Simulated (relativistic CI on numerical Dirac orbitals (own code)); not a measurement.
Ti⁺ in a cubic cluster: L2,3 absorption with charge transfer

Computed with a charge-transfer multiplet model of a cubic metal-ligand cluster with up to one ligand hole, Slater and spin-orbit integrals from Dirac-Coulomb-Breit ions, Slater integrals scaled by 0.8. The ground state mixes d3 with configurations of k ligand holes L, whose averages lie at kΔ + k(k − 1)U_dd/2; a core hole lowers each added d electron by U_cd. 20 K, Lorentzian 0.4 eV and Gaussian 0.3 eV FWHM.

Atomic integrals in eV (Slater integrals scaled, ζ unscaled), ground: F2dd 5.409, F4dd 3.320, zeta_d 0.009; with the core hole: F2dd 6.267, F4dd 3.860, zeta_d 0.017, zeta_core 3.750, F2cd 3.325, G1cd 2.308, G3cd 1.307.

Cluster parameters (eV): Δ = 9.8, U_dd = 4.5, U_cd = 5.4, 10Dq = 0.25, 10Dq(ligand) = 1.3, final-state hopping factor = 0.8.

| Case | n_d | d3 | d4L | S |
| --- | --- | --- | --- | --- |
| V(eg) = 1.85 eV, V(t2g) = -1.01 eV | 3.12 | 0.88 | 0.12 | 1.50 |
| V(eg) = 2.45 eV, V(t2g) = -1.34 eV | 3.17 | 0.83 | 0.17 | 1.50 |
| V(eg) = 2.75 eV, V(t2g) = -1.5 eV | 3.20 | 0.80 | 0.20 | 1.50 |

Weights, n_d and S are thermal averages at 20 K. Photon energies count from the first peak over 30 % of the highest in each spectrum, which can be another peak from case to case. The parameters are a model scan and need not match a compound or its usual spin state. Peaks in eV (height, largest 100):
- V(eg) = 1.85 eV, V(t2g) = -1.01 eV: 0.0 (100), 4.2 (40), 5.1 (43), 6.1 (57)
- V(eg) = 2.45 eV, V(t2g) = -1.34 eV: 0.0 (100), 4.4 (42), 5.1 (46), 6.2 (60)
- V(eg) = 2.75 eV, V(t2g) = -1.5 eV: 0.0 (100), 4.5 (42), 5.2 (48), 6.2 (60)

Curve for V(eg) = 2.45 eV, V(t2g) = -1.34 eV (points under 2 left out, the grid thinned):

| E (eV) | Intensity |
| --- | --- |
| -2.9 | 2.2 |
| -2.6 | 3.2 |
| -2.4 | 3.7 |
| -2.1 | 5.3 |
| -1.8 | 9.3 |
| -1.5 | 13.5 |
| -1.3 | 16.4 |
| -1.0 | 26.2 |
| -0.7 | 44.3 |
| -0.4 | 70.6 |
| -0.2 | 92.4 |
| 0.1 | 99.4 |
| 0.4 | 94.2 |
| 0.6 | 87.4 |
| 0.9 | 60.6 |
| 1.2 | 42.8 |
| 1.5 | 28.7 |
| 1.7 | 22.4 |
| 2.0 | 19.8 |
| 2.3 | 17.2 |
| 2.6 | 11.0 |
| 2.8 | 8.7 |
| 3.1 | 7.8 |
| 3.4 | 10.0 |
| 3.6 | 14.2 |
| 3.9 | 27.3 |
| 4.2 | 36.7 |
| 4.5 | 40.8 |
| 4.7 | 37.2 |
| 5.0 | 44.2 |
| 5.3 | 43.4 |
| 5.6 | 38.6 |
| 5.8 | 44.9 |
| 6.1 | 58.7 |
| 6.4 | 53.6 |
| 6.6 | 39.8 |
| 6.9 | 20.6 |
| 7.2 | 11.7 |
| 7.5 | 8.0 |
| 7.7 | 5.9 |
| 8.0 | 4.5 |
| 8.3 | 3.9 |
| 8.6 | 3.2 |
| 8.8 | 2.7 |
| 9.1 | 2.0 |

For the case V(eg) = 1.85 eV, V(t2g) = -1.01 eV, Δ = 9.8 eV is larger than U_dd = 4.5 eV, the Mott-Hubbard side of the Zaanen-Sawatzky-Allen scheme. With the core hole the configuration with one ligand hole lies at Δ + U_dd − U_cd = 8.9 eV above the one without, against Δ in the ground state. The added d electron screens the hole, so the order of the configurations is kept and charge-transfer satellites are weaker than in photoemission.

With at most 1 ligand hole the space is cut while the next configuration still counts, so covalency is underestimated, and a final configuration with one more ligand hole, which can lie low, is missing from the spectra.
